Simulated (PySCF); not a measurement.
Compound: C₅H₈F₅Si (charge +1).
SMILES with atom numbers: `[CH3:1][Si+:2]([CH3:3])[CH2:4][C:5]([F:6])([F:7])[C:8]([F:9])([F:10])[F:11]` (hydrogens: H12, H13, H14 on C1; H15, H16, H17 on C3; H18, H19 on C4)

Method: PBE0-D3(BJ)/def2-SVP geometry optimisation, gas phase in PySCF; density fitting, grid level 1; the optimiser is geomeTRIC in internal coordinates, started from a GFN2-xTB structure.

Step 2: E = -26732.2955 eV
```
atom  x, y, z in Å  |  force x, y, z in eV/Å
C1     -1.7585   -1.5144    0.0288   -0.267  -0.001   0.186
Si2    -0.9271    0.1113    0.0485    0.308  -0.257  -0.347
C3     -1.4075    1.4716   -1.0676   -0.109   0.121   0.011
C4      0.4059    0.4329    1.3218   -0.121   0.233   0.263
C5      1.7218    0.5215    0.5719   -0.032   0.108   0.228
F6      2.7828    0.6175    1.3640   -0.167  -0.080  -0.110
F7      1.6815    1.5921   -0.2500    0.236   0.031  -0.033
C8      1.8363   -0.7232   -0.3263    1.132  -0.307   1.026
F9      1.6868   -1.8306    0.3871    0.145   0.217  -0.269
F10     0.7251   -0.6478   -1.1319   -0.648  -0.030  -0.760
F11     2.9134   -0.7770   -1.0437   -0.372   0.013  -0.181
H12    -2.7463   -1.4505    0.5203    0.025  -0.045  -0.014
H13    -1.1574   -2.2721    0.5537   -0.031   0.009  -0.006
H14    -1.9317   -1.8360   -1.0113   -0.007   0.034   0.015
H15    -0.5620    2.1636   -1.2039   -0.052  -0.010   0.011
H16    -2.2539    2.0411   -0.6428    0.018  -0.014  -0.012
H17    -1.7282    1.0750   -2.0441   -0.018   0.006   0.025
H18     0.4561   -0.3624    2.0806   -0.020   0.005  -0.023
H19     0.2532    1.3964    1.8374   -0.019  -0.031  -0.012
```

Step 3: E = -26732.3947 eV
```
atom  x, y, z in Å  |  force x, y, z in eV/Å
C1     -1.8454   -1.4737    0.0496   -0.233  -0.276   0.111
Si2    -0.8897    0.0629   -0.0054    0.393  -0.098   0.079
C3     -1.3944    1.4156   -1.0912   -0.097   0.307  -0.225
C4      0.3975    0.3977    1.3038    0.052   0.191   0.134
C5      1.7490    0.5209    0.6106   -0.277  -0.045   0.066
F6      2.7748    0.6032    1.4406    0.010   0.000   0.063
F7      1.7256    1.6081   -0.1889    0.168   0.104   0.007
C8      1.9380   -0.6856   -0.3300    0.731  -0.407   0.743
F9      1.9499   -1.8300    0.3231    0.007   0.301  -0.117
F10     0.7575   -0.6926   -1.0782   -0.745  -0.086  -0.656
F11     2.9351   -0.6056   -1.1448   -0.132   0.091  -0.103
H12    -2.8171   -1.3055    0.5550    0.119  -0.027  -0.062
H13    -1.3001   -2.2626    0.5916   -0.108  -0.033  -0.094
H14    -2.0628   -1.7903   -0.9857   -0.019  -0.089   0.113
H15    -0.5484    2.1022   -1.2534   -0.119   0.011  -0.095
H16    -2.2199    1.9862   -0.6216    0.082  -0.067  -0.054
H17    -1.7649    1.0066   -2.0466    0.030   0.155   0.018
H18     0.4049   -0.4076    2.0545    0.116   0.050   0.019
H19     0.2009    1.3590    1.8097    0.021  -0.084   0.053
```

Q: Estimate the geometry and energy of step 4. (The exact step hangs on the optimiser's Hessian estimate; all steps are aligned on step 3, rigid shifts and turns removed.)

A: E = -26732.4412 eV, largest force 1.325 eV/Å
```
atom  x, y, z in Å  |  force x, y, z in eV/Å
C1     -1.8640   -1.4734    0.0714   -0.174  -0.048   0.066
Si2    -0.8205    0.0170   -0.0446   -0.445   0.124   0.185
C3     -1.3376    1.3801   -1.1362   -0.096   0.119  -0.013
C4      0.3959    0.3885    1.3212   -0.010   0.160   0.078
C5      1.7523    0.5260    0.6547   -0.467   0.106  -0.081
F6      2.7683    0.5548    1.4959    0.148  -0.085   0.047
F7      1.7642    1.6430   -0.1047    0.089   0.010   0.051
C8      1.9295   -0.6447   -0.3412    1.181  -0.290   0.527
F9      2.0767   -1.8001    0.2489   -0.131   0.259  -0.128
F10     0.6636   -0.7136   -1.0132   -0.319  -0.262  -0.666
F11     2.8068   -0.4625   -1.2641   -0.005   0.017  -0.042
H12    -2.8205   -1.2216    0.5667    0.077  -0.030  -0.029
H13    -1.3811   -2.2815    0.6412   -0.046  -0.025  -0.068
H14    -2.1077   -1.8137   -0.9495   -0.012  -0.089   0.089
H15    -0.5099    2.0830   -1.3126   -0.055  -0.004  -0.081
H16    -2.1582    1.9359   -0.6442    0.051  -0.037  -0.049
H17    -1.7280    0.9812   -2.0865    0.042   0.106  -0.007
H18     0.3948   -0.4285    2.0590    0.132   0.056   0.059
H19     0.1659    1.3394    1.8305    0.040  -0.088   0.062
```

The energy changes by -0.0464 eV. The first-order estimate −F·Δx gives -0.1197 eV and the mean of the old and new forces, exact on a quadratic surface, -0.0326 eV. The step makes an angle of 80° with the force vector and moves no atom by more than 0.226 Å.

The cost below is that of the whole optimisation. The run took about 17 min of CPU time (one thread, shared machine).
